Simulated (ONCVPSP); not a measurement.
# An all-electron radial function and its pseudo partner (S (Z = 16))

Columns: radius, all-electron u(r) and pseudo u(r) of the 2p shell (level -168.07 eV) of sulfur in the configuration [He] 2s2 2p6 3s2 3p3; PBEsol, scalar-relativistic, ONCV scheme, ONCVPSP 4.0.1.

```tsv
r (bohr)	all-electron	pseudo
0.058	0.2809	0.0800
0.116	0.7309	0.3003
0.174	1.0981	0.6123
0.232	1.3283	0.9496
0.290	1.4334	1.2461
0.348	1.4439	1.4522
0.406	1.3900	1.5437
0.464	1.2965	1.5238
0.522	1.1819	1.4166
0.580	1.0589	1.2565
0.638	0.9359	1.0773
0.696	0.8184	0.9049
0.754	0.7096	0.7542
0.812	0.6108	0.6295
0.870	0.5228	0.5285
0.928	0.4455	0.4464
0.986	0.3781	0.3781
1.044	0.3200	0.3199
1.102	0.2700	0.2699
1.160	0.2272	0.2271
1.218	0.1908	0.1907
1.276	0.1599	0.1598
1.334	0.1337	0.1336
1.392	0.1116	0.1116
1.450	0.0931	0.0930
1.508	0.0775	0.0775
```

Task: How many radial nodes do the two functions have?

Result: The all-electron 2p function has n − l − 1 = 0; the pseudo-wave has 0.

Task: At about which radius was the pseudo-wave matched?

Result: 1.04 bohr, where the columns begin to agree (steps of 0.06 bohr).

Task: Where does each function peak?

Result: Outermost all-electron maximum near 0.35 bohr, pseudo maximum near 0.41 bohr (to the table’s step).

Task: Is the pseudo-wave norm-conserving?

Result: Yes: the ONCV scheme keeps the norm inside the radius equal to the all-electron one, which fixes the energy derivative of the logarithmic derivative at the level.
